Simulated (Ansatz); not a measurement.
Cartesian coordinates in Å:
```
C -0.346 -0.146 -2.094
N -0.145 -0.011 -0.653
Si -1.208 1.143 0.128
B 0.826 -0.758 0.020
Si 1.197 -0.657 2.012
H -0.171 0.806 -2.605
H -1.369 -0.464 -2.319
H 0.345 -0.888 -2.492
H -0.901 1.190 1.574
H -1.014 2.481 -0.491
H -2.620 0.733 -0.092
H 1.483 -1.515 -0.647
H 1.617 0.708 2.447
H 2.297 -1.593 2.376
H 0.010 -1.029 2.836
```

The species carries charge 0 and has multiplicity 1.

List the PBE/def2-TZVPP orbital energies in eV (Ansatz). (Best estimate.)

Computed: Occupied: -1780.07, -1778.85, -381.07, -269.96, -176.83, -137.81, -136.65, -94.56, -94.53, -94.52, -93.39, -93.39, -93.35, -22.46, -16.99, -14.08, -13.20, -11.97, -11.13, -11.04, -9.84, -8.82, -8.78, -8.57, -8.09, -7.73, -6.94, -6.56. Lowest empty: -1.82, -0.74, 0.17, 0.44, 0.54, 0.73, 1.02, 1.11.
